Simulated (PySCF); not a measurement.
C₂H₉FSi₂, SMILES [SiH2]([Si@@H](F)C)C.

The structure is a stationary point at PBE0-D3(BJ)/def2-SVP. The structure was generated by enumeration; whether it is a known compound was not checked. One conformer was computed; it need not be the lowest.

All values below come from TDDFT-ωB97X/def2-SVPD in PySCF.

Vertical excitations. 

Question: Estimate the UV-visible absorptions. (The exact figures need the calculation; the answer reports its results.)

Answer: 
```
state  energy (eV)  λ (nm)      f                                                             main pairs
-----  -----------  ------  -----  ---------------------------------------------------------------------
S1            6.54     190  0.029                                                         HOMO→LUMO 88 %
S2            7.40     168  0.060                                     HOMO→LUMO+1 69 %, HOMO→LUMO+2 14 %
S3            7.92     157  0.017                                                       HOMO−1→LUMO 74 %
S4            7.98     155  0.004                                     HOMO→LUMO+2 59 %, HOMO→LUMO+1 11 %
S5            8.49     146  0.076  HOMO−2→LUMO 56 %, HOMO→LUMO+3 12 %, HOMO→LUMO+5 11 %, HOMO−3→LUMO 9 %
S6            8.52     146  0.022                                     HOMO−3→LUMO 60 %, HOMO−2→LUMO 16 %
S7            8.56     145  0.104  HOMO→LUMO+4 34 %, HOMO→LUMO+3 12 %, HOMO→LUMO+5 11 %, HOMO→LUMO+7 9 %
S8            8.62     144  0.486  HOMO→LUMO+3 43 %, HOMO→LUMO+4 17 %, HOMO→LUMO+2 11 %, HOMO−2→LUMO 9 %
S9            8.82     141  0.118                                                     HOMO−1→LUMO+1 67 %
S10           9.03     137  0.035                                     HOMO→LUMO+5 44 %, HOMO→LUMO+4 15 %
T1            5.78     214      0                                                         HOMO→LUMO 82 %
T2            6.47     192      0                   HOMO→LUMO+1 55 %, HOMO→LUMO+2 19 %, HOMO→LUMO+4 12 %
T3            7.60     163      0                                                       HOMO−1→LUMO 70 %
T4            7.69     161      0                   HOMO→LUMO+3 48 %, HOMO→LUMO+5 17 %, HOMO→LUMO+7 10 %
```
Triplets are in the Tamm–Dancoff approximation, which puts them higher than full response would, so one can lie above its singlet here.
